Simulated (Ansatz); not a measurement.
Computed with frozen-core CCSD(T)/cc-pVTZ // B3LYP-D3(BJ)/def2-TZVP run with Ansatz (a program for electronic structure).

Ansatz 0.2 input:
```yaml
crystal:
  periodic: [false, false, false]
  atoms:
    - { symbol: C, position_ang: [-1.777779, 0.078817, -0.34469] }
    - { symbol: B, position_ang: [-0.42884, -0.593107, -0.771803] }
    - { symbol: B, position_ang: [1.051387, -0.306731, -0.046085] }
    - { symbol: N, position_ang: [2.002903, 0.634441, -0.441399] }
    - { symbol: H, position_ang: [-1.695214, 0.960287, 0.29276] }
    - { symbol: H, position_ang: [-2.332482, -0.683561, 0.223561] }
    - { symbol: H, position_ang: [-2.419283, 0.309222, -1.200748] }
    - { symbol: H, position_ang: [-0.516733, -1.443671, -1.618196] }
    - { symbol: H, position_ang: [1.340508, -0.967582, 0.918966] }
    - { symbol: H, position_ang: [1.895077, 1.249354, -1.23122] }
    - { symbol: H, position_ang: [2.88044, 0.762523, 0.035408] }
basis:
  gaussian: { orbitals: cc-pVTZ }
correlation:
  method: ccsd_t
```

Output:

```
Functional definition: HF
1227 factors; integrals over basis functions are off by at most 9.4e-4 eV
mean field evaluation 1: about -3964.6896 eV, gradient 3.8e1 eV
mean field evaluation 2: about -3964.6895 eV, gradient 3.8e1 eV
mean field evaluation 4: about -3968.2648 eV, gradient 3.7e0 eV
mean field evaluation 8: about -3968.3161 eV, gradient 3.6e-4 eV
mean field evaluation 16: about -3968.3176 eV, gradient 2.0e-1 eV
mean field -3968.31606707 eV, -145.8329256436 hartree, gradient 2.3e-6 eV, S^2 0.000000; 0 other end points of the search recorded, 0 dependent functions left out
4 core orbitals not correlated
reference -3968.31606707 eV, -145.8329256436 hartree; 11, 11 occupied and 203, 203 virtual orbitals, 1227 factors
second order -16.15358889 eV of doubles, -0.00000000 eV of singles
cycle   1  -16.92134228 eV  change   -7.7e-1 eV  update   8.2e-2
cycle   2  -17.33797163 eV  change   -4.2e-1 eV  update   2.5e-2
cycle   3  -17.40651599 eV  change   -6.9e-2 eV  update   1.2e-2
cycle   4  -17.39871989 eV  change    7.8e-3 eV  update   3.8e-3
cycle   5  -17.39876272 eV  change   -4.3e-5 eV  update   1.8e-3
cycle   6  -17.39860098 eV  change    1.6e-4 eV  update   5.1e-4
cycle   7  -17.39847887 eV  change    1.2e-4 eV  update   1.7e-4
cycle   8  -17.39851725 eV  change   -3.8e-5 eV  update   8.1e-5
cycle   9  -17.39852467 eV  change   -7.4e-6 eV  update   3.7e-5
cycle  10  -17.39850662 eV  change    1.8e-5 eV  update   1.7e-5
perturbative correction -0.64635737 eV, -0.0237531951 hartree
Total energy: -3986.36093105 eV, -146.4960621638 hartree
```

Cost: about 110 core-seconds (a rough figure).
